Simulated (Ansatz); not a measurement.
Harmonic frequencies (cm⁻¹) at PBE0-D4/def2-TZVP from Ansatz: 60, 90, 208, 237, 276, 336, 404, 463, 487, 628, 658, 940, 969, 1049, 1200, 1255, 1408, 1449, 1492, 1496, 1830, 2711, 3034, 3055, 3092, 3097, 3117.

Each molecule was computed in one conformer, which needn't be the lowest.

Task: Which molecule is it?
A. `[CH3][In]([CH3])[SH]`
B. `[CH3][In]([F])[SiH3]`
C. `[NH2][In]([OH])[O][SiH3]`
D. `C[CH2][InH][SH]`

Result: D.
